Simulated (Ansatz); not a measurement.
System: C2H5Ge, charge 0, doublet. C2H5Ge (SMILES C=[C][GeH3], doublet).
B3LYP-D3(BJ)/def2-TZVP minimum from Ansatz (an electronic-structure program):
```
C
C 1 1.3036
H 2 1.0896 1 122.40
H 2 1.0932 3 115.30 1 180.00
Ge 1 1.9154 2 147.46 3 -180.00
H 5 1.5355 1 108.79 2 120.26
H 5 1.5355 6 109.72 1 -118.90
H 5 1.5448 6 109.61 7 -120.40
```
Charge 0, spin multiplicity 2.

Total energies in cc-pVDZ, 17 correlated electrons, 16 frozen orbitals. Open shells are spin-unrestricted; no spin-orbit coupling. Correlated methods leave the cores frozen (noble-gas shells, and filled d and f shells in the p block). No relativity. The UHF reference of C2H5Ge (C=[C][GeH3], doublet) is spin-contaminated (<S^2> up to 0.19 over the pure value in the sets run).

| method | program | energy (Eh) | minus CCSDT(Q) (mEh) |
|---|---|---|---|
| HF | Ansatz | -2153.89831 | 396.61 |
| MP2 | Ansatz | -2154.22388 | 71.05 |
| CCSD | Ansatz | -2154.28003 | 14.89 |
| CCSD(T) | Ansatz | -2154.29239 | 2.54 |
| CCSDT(Q) | Ansatz | -2154.29493 | 0.00 |

Rough core times of Ansatz's runs on a shared machine: CCSD(T) 20 s, CCSDT(Q) 10 min.
